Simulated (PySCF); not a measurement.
# C₆ coefficients of unlike pairs at PBE

Calculated with PySCF 2.14 from the dipole response of each species, C₆(A,B) = (3/π) ∫ α_A(iu) α_B(iu) du, in atomic units, from isotropic polarisabilities. For ions this is the dispersion term alone; charge-induced terms of lower order in 1/R come first.

| species | configuration | basis | relativity | α (bohr³) | C₆ (like pair) |
| --- | --- | --- | --- | --- | --- |
| Sb³⁺ | [Kr] 4d10 5s2 (1S) | aug-cc-pVQZ-DK3 (9s8p6d3f2g) | spin-free X2C | 10.30 | 46.79 |
| Xe | [Xe] (1S) | aug-cc-pwCVTZ-PP with ECP28MDF (8s7p6d4f1g) | core potential | 28.60 | 307.9 |
| Ru²⁺ | [Kr] 4d6 (5D) | aug-cc-pwCVDZ-PP with ECP28MDF (6s6p5d3f) | core potential | 8.418 | 45.24 |
| V²⁺ | [Ar] 3d3 (4F) | aug-cc-pVQZ-DK (9s8p6d4f3g2h) | spin-free X2C | 5.014 | 15.08 |

(1) Estimate C₆ for Ru²⁺ with Sb³⁺.

No spin-orbit coupling is included.

The other pairs:

```json
{"pair": "V²⁺, Xe", "C₆": "65.41"}
{"pair": "V²⁺, Sb³⁺", "C₆": "26.15"}
{"pair": "Ru²⁺, Xe", "C₆": "113.7"}
{"pair": "V²⁺, Ru²⁺", "C₆": "26.09"}
{"pair": "Xe, Sb³⁺", "C₆": "119.3"}
```

Answers

(1) The integral gives 45.34. The combination rule 2 C_A C_B / (C_A α_B/α_A + C_B α_A/α_B) gives 45.23 and the geometric mean 46.01.
